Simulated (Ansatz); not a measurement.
Species: trihydroxy(methyl)silane, CH6O3Si, net charge 0, singlet state. 
Coordinates optimised at B3LYP-D3(BJ)/def2-TZVP (Ansatz, a first-principles code):
```
Si
O 1 1.6421
H 2 0.9609 1 117.50
O 1 1.6430 2 109.40 3 -44.62
H 4 0.9603 1 116.73 2 134.43
O 1 1.6522 2 112.65 3 70.49
H 6 0.9599 1 118.42 2 58.92
C 1 1.8510 2 105.67 3 -166.37
H 8 1.0912 1 110.82 2 -178.04
H 8 1.0913 9 108.25 1 121.28
H 8 1.0921 9 108.23 10 116.50
```
Charge 0, spin multiplicity 1.

Atomisation energy built up term by term with Ansatz (kcal/mol; UHF references for open shells; valence terms freeze the core; atomic spin-orbit terms are left out). Basis-set limits of correlation are two-point, X^-3; Hartree-Fock from the larger set.

```json
[
 {"term": "Hartree-Fock", "basis": "aug-cc-pV(Q+d)Z", "kcal/mol": "765.55"},
 {"term": "CCSD correlation", "basis": "CBS(aug-cc-pV(T+d)Z,aug-cc-pV(Q+d)Z)", "kcal/mol": "282.16"},
 {"term": "(T)", "basis": "CBS(aug-cc-pV(T+d)Z,aug-cc-pV(Q+d)Z)", "kcal/mol": "17.10"},
 {"term": "core correlation", "basis": "cc-pwCVTZ", "kcal/mol": "2.50"},
 {"term": "scalar relativity (X2C)", "basis": "cc-pVTZ-DK against cc-pVTZ", "kcal/mol": "-1.92"},
 {"term": "sum: De", "basis": "", "kcal/mol": "1065.4"}
]
```

(T) makes 1.6 % of the CCSD(T) atomisation energy; under 5 % is typical of single-reference molecules.
